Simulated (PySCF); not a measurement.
2-fluoro-2-methylpropane (C₄H₉F), SMILES CC(C)(C)F. Atoms are numbered in the order given.

```xyz
14

C      1.2670     0.7315    -0.4374
C      0.0000     0.0000     0.0029
C      0.0000    -1.4630    -0.4374
C     -1.2670     0.7315    -0.4374
F      0.0000     0.0000     1.4185
H      1.3389     0.7730    -1.5426
H      1.2669     1.7683    -0.0471
H      2.1649     0.2130    -0.0471
H      0.0000    -1.5460    -1.5426
H     -0.8980    -1.9813    -0.0471
H      0.8980    -1.9813    -0.0471
H     -1.2669     1.7683    -0.0471
H     -1.3389     0.7730    -1.5426
H     -2.1649     0.2130    -0.0471
```

Geometry: PBE-D3(BJ)/def2-SVP.

Level of theory: KT2/pcSseg-1 run with PySCF.

GIAO shieldings, no solvent; atoms alike by connectivity are averaged. δ = σ(ref) − σ: ¹³C against TMS (σ = 185.1 ppm); ¹⁹F against CFCl3 (σ = 127.1 ppm); ¹H against TMS (σ = 31.47 ppm), references at their B3LYP-D3(BJ)/def2-TZVP geometries, non-relativistic.

```tsv
nucleus	atoms	count	δ (ppm)
¹³C	C2	1	97.3
¹³C	C1, C3, C4	3	33.0
¹⁹F	F5	1	-188.8
¹H	H6, H7, H8, H9, H10, H11, H12, H13, H14	9	1.84
```
